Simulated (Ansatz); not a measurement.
CaF₂, triplet, at a GFN2-xTB geometry (such geometries of metal compounds can be far from the true shape) (a higher spin typed on purpose: for a closed-shell molecule this is an excited state). Base run: BLYP/def2-SV(P) in Ansatz (an electronic-structure program).

Input for Ansatz:
Ansatz 0.2 input:
```yaml
crystal:
  periodic: [false, false, false]
  atoms:
    - {symbol: Ca, position_ang: [0.01281239, -0.00212415, -0.00478897]}
    - {symbol: F, position_ang: [-0.25423892, 1.49448888, -1.29861581]}
    - {symbol: F, position_ang: [0.22576693, -1.48976855, 1.30925796]}
basis:
  gaussian:
    orbitals: def2-SV_P_.json
hamiltonian:
  xc: blyp
magnetization: {spin_polarized: true, initial_magnetization: 2}
```
The basis file holds def2-SV(P) in the JSON format of the Basis Set Exchange.

Each row names what was changed in the base input (with any setting that the change needs).

```json
[
 {"change": "base", "basis functions": "52", "E (Eh)": "-876.98864", "core-seconds (rough)": "9"},
 {"change": "basis = pcseg-0", "basis functions": "37", "E (Eh)": "-875.31522", "core-seconds (rough)": "5"},
 {"change": "basis = def2-SVP", "basis functions": "52", "E (Eh)": "-876.98864", "core-seconds (rough)": "9"},
 {"change": "basis = pcseg-1", "basis functions": "52", "E (Eh)": "…", "core-seconds (rough)": "8"},
 {"change": "basis = cc-pVDZ", "basis functions": "…", "E (Eh)": "…", "core-seconds (rough)": "10"},
 {"change": "basis = 6-31G*", "basis functions": "65", "E (Eh)": "-877.19315", "core-seconds (rough)": "10"},
 {"change": "basis = 6-31G**", "basis functions": "65", "E (Eh)": "-877.19315", "core-seconds (rough)": "10"},
 {"change": "basis = def2-SVPD", "basis functions": "73", "E (Eh)": "-877.00887", "core-seconds (rough)": "10"},
 {"change": "basis = 6-311G**", "basis functions": "…", "E (Eh)": "…", "core-seconds (rough)": "10"},
 {"change": "basis = 6-311++G**", "basis functions": "87", "E (Eh)": "-877.30446", "core-seconds (rough)": "20"},
 {"change": "basis = pc-2", "basis functions": "93", "E (Eh)": "-877.34955", "core-seconds (rough)": "20"},
 {"change": "basis = def2-TZVP", "basis functions": "98", "E (Eh)": "-877.32332", "core-seconds (rough)": "10"},
 {"change": "basis = cc-pVQZ", "basis functions": "…", "E (Eh)": "…", "core-seconds (rough)": "40"}
]
```

Question: What belongs in the gaps?

Answer: 
- basis = pcseg-1, E (Eh): -877.13002
- basis = cc-pVDZ, basis functions: 55
- basis = cc-pVDZ, E (Eh): -877.24672
- basis = 6-311G**, basis functions: 75
- basis = 6-311G**, E (Eh): -877.28574
- basis = cc-pVQZ, basis functions: 178
- basis = cc-pVQZ, E (Eh): -877.35002

Totals compare only among sets that treat the same electrons; sets with core potentials leave the core out.
